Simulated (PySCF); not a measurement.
Molecule: SMILES FB(F)F, BF$_{3}$.

Molfile (atoms numbered from 1):
```
BF3
     RDKit          3D

  4  3  0  0  0  0  0  0  0  0999 V2000
    1.1776   -0.6392    0.0713 F   0  0  0  0  0  0  0  0  0  0  0  0
    0.0262   -0.0202   -0.0191 B   0  0  0  0  0  0  0  0  0  0  0  0
   -1.0850   -0.7112   -0.0929 F   0  0  0  0  0  0  0  0  0  0  0  0
   -0.0150    1.2896   -0.0354 F   0  0  0  0  0  0  0  0  0  0  0  0
  1  2  1  0
  2  3  1  0
  2  4  1  0
M  END
```

Geometry PBE0-D3(BJ)/def2-SVP throughout; GIAO in PySCF 2.14.0 with density-fitted response routines, gas phase, one conformer, non-relativistic; equivalent atoms averaged; basis pcSseg-2.

Q: How do the absolute shieldings σ depend on the functional? (ppm; last column core-seconds on shared hosts with different chips, so compare them loosely)

A: 
| functional | kind | F1/F3/F4 | B2 | core-s |
| --- | --- | --- | --- | --- |
| HF | Hartree–Fock | 341.3 | 104.2 | 1.9 |
| LDA | LDA | 285.5 | 81.4 | 5.7 |
| PBE | GGA | 292.7 | 83.5 | 6.3 |
| BLYP | GGA | 294.0 | 82.0 | 7.2 |
| BP86 | GGA | 293.8 | 84.2 | 6.6 |
| OPBE | GGA | 301.8 | 88.9 | 6.6 |
| KT2 | GGA | 298.2 | 89.4 | 6.4 |
| KT3 | GGA | 304.6 | 90.0 | 6.7 |
| B97-D | GGA | 304.4 | 87.7 | 6.5 |
| B3LYP | global hybrid | 304.6 | 86.6 | 4.1 |
| PBE0 | global hybrid | 306.5 | 89.1 | 6.7 |
| mPW1PW91 | global hybrid | 307.0 | 89.1 | 7.9 |
| WP04 | global hybrid | 312.7 | 84.7 | 3.5 |
| B97-2 | global hybrid | 311.3 | 90.6 | 3.5 |
| BHandHLYP | global hybrid | 319.1 | 93.2 | 3.4 |
| CAM-B3LYP | range-separated hybrid | 307.6 | 87.5 | 4.3 |
| wB97X-D | range-separated hybrid | 311.7 | 90.0 | 4.1 |
| LC-wPBE | range-separated hybrid | 310.5 | 88.1 | 5.4 |

Q: Which nucleus moves most, in ppm?

A: F1/F3/F4 (fluorine bonded to B): from 285.5 ppm with LDA to 341.3 ppm with HF. The smallest spread is 22.7 ppm, at B2.
